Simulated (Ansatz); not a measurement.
One change: `B[Se]C(C)O` becomes `CCO`.

Ansatz, PBE0-D4/def2-TZVP geometries, multiplicity 1. Each molecule was computed in one conformer, which needn't be the lowest.

Scalar relativity is left out up to krypton.

```tsv
property	`B[Se]C(C)O`
size of the dipole moment (B3LYP/def2-TZVPP) / D	1.15
size of the dipole moment (PBE/def2-TZVPP) / D	1.19
HOMO energy (B3LYP/def2-TZVPP) / eV	-7.31
HOMO–LUMO gap (ωB97M-V/def2-TZVPP) / eV	10.25
HOMO–LUMO gap (PBE0/def2-TZVPP) / eV	6.22
HOMO–LUMO gap (B3LYP/def2-TZVPP) / eV	5.80
```

Q: What does the change do to each property? (Estimate.)

A: Computed: 
```json
{"property": "size of the dipole moment (B3LYP/def2-TZVPP) / D", "`CCO`": "1.65", "shift": "0.50"}
{"property": "size of the dipole moment (PBE/def2-TZVPP) / D", "`CCO`": "1.56", "shift": "0.37"}
{"property": "HOMO energy (B3LYP/def2-TZVPP) / eV", "`CCO`": "-7.60", "shift": "-0.29"}
{"property": "HOMO–LUMO gap (ωB97M-V/def2-TZVPP) / eV", "`CCO`": "12.78", "shift": "2.53"}
{"property": "HOMO–LUMO gap (PBE0/def2-TZVPP) / eV", "`CCO`": "8.90", "shift": "2.68"}
{"property": "HOMO–LUMO gap (B3LYP/def2-TZVPP) / eV", "`CCO`": "8.28", "shift": "2.48"}
```

With PBE0 the HOMO falls by 0.29 eV and the LUMO rises by 2.38 eV, so the gap widens by about 2.67 eV. PBE moves the HOMO by 0.23 eV and ωB97M-V by -0.60 eV. Dipoles are sizes alone; their direction can turn.

B3LYP here is the variant with VWN-RPA as its local correlation; programs differ in this.

Spin–orbit coupling is left out; it splits and shifts lone-pair levels of the heavy atoms by tenths of an eV.
